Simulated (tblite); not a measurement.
Input of a run (GFN2-xTB geometry optimisation, gas phase (tblite 0.8.0)), started from a force field or distance geometry:
```
{"job": {"kind": "relax", "xc": "GFN2-xTB", "basis": "xTB"}, "charge": 0, "multiplicity": 1}
C     -1.892400     1.270100     0.664900
Si    -2.222100    -0.518400     0.333300
C     -1.118800    -1.225200    -1.033000
C     -1.570700    -2.589700    -1.349600
N     -1.893600    -3.683100    -1.593100
C      0.381300    -1.247700    -0.738400
N      0.982400     0.096700    -0.764600
Si     2.587100     0.450500    -0.279200
P      2.754700     2.623400    -0.498600
H     -0.907100     1.434400     1.086800
H     -2.628600     1.670800     1.380300
H     -1.986500     1.856600    -0.252400
H     -2.012900    -1.294400     1.605500
H     -3.639600    -0.675400    -0.047500
H     -1.305300    -0.602300    -1.930000
H      0.562000    -1.721900     0.251300
H      0.899800    -1.863100    -1.482400
H      0.855000     0.498300    -1.685400
H      3.485700    -0.254600    -1.207400
H      2.758000     0.022500     1.126400
H      3.967500     2.792200     0.199100
H      1.933600     2.979700     0.602300
```

Output (eV, eV/Å):
```
step      E/eV     max force
  0    -734.10626    2.721
  1    -734.14754    6.497
  2    -734.26978    1.328
  3    -734.30471    0.529
  4    -734.32281    0.373
  5    -734.35427    0.778
  6    -734.36992    0.488
  7    -734.38341    0.265
  8    -734.39563    0.449
  9    -734.40850    0.552
 10    -734.41779    0.357
 11    -734.42471    0.167
 12    -734.43024    0.237
 13    -734.43486    0.288
 14    -734.43783    0.152
 15    -734.43946    0.107
 16    -734.44075    0.133
 17    -734.44216    0.177
 18    -734.44347    0.121
 19    -734.44452    0.085
 20    -734.44546    0.087
 21    -734.44648    0.138
 22    -734.44753    0.114
 23    -734.44845    0.067
 24    -734.44933    0.076
 25    -734.45042    0.145
 26    -734.45184    0.171
 27    -734.45342    0.125
 28    -734.45499    0.085
 29    -734.45669    0.118
 30    -734.45886    0.179
 31    -734.46152    0.168
 32    -734.46416    0.110
 33    -734.46622    0.096
 34    -734.46790    0.149
 35    -734.46974    0.151
 36    -734.47176    0.113
 37    -734.47342    0.082
 38    -734.47452    0.129
 39    -734.47535    0.131
 40    -734.47621    0.084
 41    -734.47715    0.088
 42    -734.47795    0.069
 43    -734.47850    0.073
 44    -734.47895    0.050
 45    -734.47953    0.064
 46    -734.48042    0.080
 47    -734.48165    0.108
 48    -734.48285    0.085
 49    -734.48364    0.051
 50    -734.48414    0.053
 51    -734.48468    0.083
 52    -734.48543    0.090
 53    -734.48622    0.069
 54    -734.48681    0.042
 55    -734.48721    0.046
 56    -734.48766    0.080
 57    -734.48839    0.086
 58    -734.48950    0.088
 59    -734.49068    0.097
 60    -734.49180    0.090
 61    -734.49290    0.090
 62    -734.49390    0.062
 63    -734.49463    0.058
 64    -734.49517    0.055
 65    -734.49575    0.085
 66    -734.49659    0.090
 67    -734.49780    0.093
 68    -734.49904    0.076
 69    -734.49991    0.072
 70    -734.50063    0.080
 71    -734.50135    0.070
 72    -734.50231    0.077
 73    -734.50335    0.077
 74    -734.50447    0.075
 75    -734.50527    0.063
 76    -734.50617    0.069
 77    -734.50700    0.079
 78    -734.50808    0.079
 79    -734.50880    0.049
 80    -734.50927    0.032
 81    -734.50950    0.033
 82    -734.50975    0.041
 83    -734.51006    0.047
 84    -734.51048    0.054
 85    -734.51095    0.052
 86    -734.51138    0.043
 87    -734.51173    0.037
 88    -734.51203    0.038
 89    -734.51235    0.037
 90    -734.51272    0.039
 91    -734.51303    0.030
 92    -734.51324    0.022
 93    -734.51340    0.023
 94    -734.51357    0.023
 95    -734.51381    0.029
 96    -734.51411    0.032
 97    -734.51442    0.038
 98    -734.51469    0.037
 99    -734.51498    0.036
100    -734.51537    0.040
101    -734.51587    0.057
102    -734.51643    0.057
103    -734.51695    0.054
104    -734.51745    0.053
105    -734.51798    0.057
106    -734.51850    0.066
107    -734.51898    0.062
108    -734.51925    0.126
109    -734.51952    0.032
110    -734.51977    0.053
111    -734.52008    0.063
112    -734.52037    0.052
113    -734.52069    0.036
114    -734.52104    0.049
115    -734.52139    0.071
116    -734.52177    0.061
117    -734.52212    0.051
118    -734.52236    0.038
119    -734.52251    0.032
120    -734.52261    0.025
121    -734.52270    0.019
122    -734.52279    0.033
123    -734.52291    0.040
124    -734.52303    0.036
125    -734.52315    0.022
126    -734.52325    0.019
127    -734.52332    0.022
128    -734.52340    0.026
129    -734.52348    0.025
130    -734.52357    0.019
131    -734.52365    0.019
132    -734.52371    0.020
133    -734.52378    0.021
134    -734.52390    0.021
135    -734.52409    0.031
136    -734.52432    0.039
137    -734.52452    0.033
138    -734.52465    0.028
139    -734.52477    0.026
140    -734.52492    0.026
141    -734.52509    0.026
142    -734.52523    0.024
143    -734.52534    0.025
144    -734.52544    0.031
145    -734.52555    0.028
146    -734.52568    0.024
147    -734.52578    0.020
148    -734.52586    0.019
149    -734.52593    0.020
150    -734.52600    0.014
151    -734.52605    0.015
152    -734.52610    0.016
153    -734.52615    0.019
154    -734.52621    0.020
155    -734.52627    0.019
156    -734.52633    0.016
157    -734.52639    0.016
158    -734.52645    0.019
159    -734.52651    0.017
160    -734.52656    0.014
161    -734.52660    0.013
162    -734.52664    0.018
163    -734.52668    0.018
164    -734.52672    0.010
165    -734.52675    0.011
166    -734.52677    0.013
167    -734.52679    0.016
168    -734.52681    0.012
169    -734.52683    0.008
```

Q: Summarise the run.

A: The energy falls by 40.6 kJ/mol over 169 L-BFGS steps, the largest force on an atom goes from 2.72 to 0.008 eV/Å, and the atoms move by 0.605 Å rms after alignment. The bond that changes most is Si8–P9 (SiH2 silicon to three-coordinate phosphorus), which lengthens by 0.053 Å. Bonds longer at the end by more than 0.005 Å: 4 of 21; shorter: 12. Among the angles that change most is Si8–N7–H18, from 107.1° to 120.2°. Among the dihedrals that turn most is H19–Si8–P9–H22, from -173° to -100°. The energy never rose by more than 1e-5 eV on the way. The first step brought 10 % of the lowering.

Q: What are the final bond lengths?

A: C1–Si2 1.895 Å, Si2–C3 1.934 Å, C3–C4 1.428 Å, C4≡N5 1.145 Å, C3–C6 1.537 Å, C6–N7 1.435 Å, N7–Si8 1.709 Å, Si8–P9 2.243 Å, C1–H10 1.087 Å, C1–H11 1.086 Å, C1–H12 1.087 Å, Si2–H13 1.466 Å, Si2–H14 1.469 Å, C3–H15 1.095 Å, C6–H16 1.091 Å, C6–H17 1.100 Å, N7–H18 1.009 Å, Si8–H19 1.474 Å, Si8–H20 1.468 Å, P9–H21 1.379 Å, P9–H22 1.380 Å. Numbering counts from 1 in the input's order; the species is `N#C[C@H](CN[SiH2]P)[SiH2]C`.

On Arm Neoverse V1, one thread, no GPU, shared host with 32 logical CPUs at a one-minute load of 31, this took 2.0 s wall.

GFN2-xTB frequencies show an imaginary mode (26i cm⁻¹), so the point is no minimum at that level.

These are computed values.
